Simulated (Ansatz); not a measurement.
Single points on GeO₃H₂⁻.

```yaml
crystal:
  periodic: [false, false, false]
  atoms:
    - {symbol: Ge, position_ang: [-0.119128, -0.335419, 0.285386]}
    - {symbol: O, position_ang: [1.413587, -0.169047, -0.584032]}
    - {symbol: O, position_ang: [-1.011114, 1.153069, 0.767601]}
    - {symbol: O, position_ang: [-1.619136, 0.322084, -0.463895]}
    - {symbol: H, position_ang: [1.407083, 0.643028, -1.129113]}
    - {symbol: H, position_ang: [-0.071283, -1.613725, 1.124044]}
basis:
  gaussian: {orbitals: def2-TZVPD, initial_orbitals: start.molden}
total_charge: -1
magnetization: {spin_polarized: true, initial_magnetization: 1}
hamiltonian: {xc: pbe0, dispersion: d4}
scf: {omitted_lower_state_checks: [starts]}
output: {orbitals: {seedname: orbitals}}
```

The file start.molden holds the orbitals of an earlier run on this structure, at another level or in another basis.

```sh
$ ansatz run in.yaml --threads 4 --pin off --events-out ev --progress --plain --max-ram 3916MiB
```

Shortened log:

```
Functional definition: PBE0
1080 factors; their error is unknown
mean field evaluation 1: about -62673.2457 eV, gradient 1.4e2 eV
mean field evaluation 2: about -62677.6105 eV, gradient 6.0e0 eV
mean field evaluation 4: about -62678.2708 eV, gradient 5.2e-2 eV
mean field evaluation 8: about -62678.5216 eV, gradient 1.7e-5 eV
mean field -62678.52160796 eV, -2303.3931840648 hartree, gradient 6.0e-6 eV, S^2 0.760384; 0 other end points of the search recorded, 0 dependent functions left out
reference -62678.52164344 eV, -2303.3931853686 hartree; 30, 29 occupied and 162, 163 virtual orbitals, 1080 factors
Total energy: -62678.62339801 eV, -2303.3969247800 hartree
Checks for a lower state left out: starts
```

Run time 5 s (4 threads of Arm Neoverse V2 on a shared host), peak host memory 0.57 GiB.

The first input with `hamiltonian: {xc: pbe, dispersion: d4}` (abridged; 6 s):

```
Functional definition: PBE
mean field evaluation 16: about -62677.9096 eV, gradient 8.8e-6 eV
mean field -62677.90958892 eV, -2303.3706927797 hartree, gradient 8.8e-6 eV, S^2 0.752596
Total energy: -62678.03157694 eV, -2303.3751757569 hartree
Checks for a lower state left out: starts
```

As the first input, with `hamiltonian: {xc: r2scan, dispersion: d4}` (abridged; 7 s):

```
Functional definition: r2SCAN
mean field -62689.30457622 eV, -2303.7894508394 hartree, gradient 8.0e-6 eV, S^2 0.758996
Total energy: -62689.33270787 eV, -2303.7904846585 hartree
Checks for a lower state left out: starts
```

Geometry: PBE-D4/def2-SVP, that of the neutral singlet.

At PBE0-D4/def2-TZVPD, PBE-D4/def2-TZVPD, r2SCAN-D4/def2-TZVPD the highest occupied level of the charge -1 doublet lies above zero (up to 2.46 eV). Energy differences disagree on whether the electron is bound (positive means bound): 0.05 eV (vertical, to the charge 0 singlet, at PBE-D4/def2-TZVPD), but -0.11 eV at PBE0-D4/def2-TZVPD. The structure comes from a short search, and lower isomers may exist.
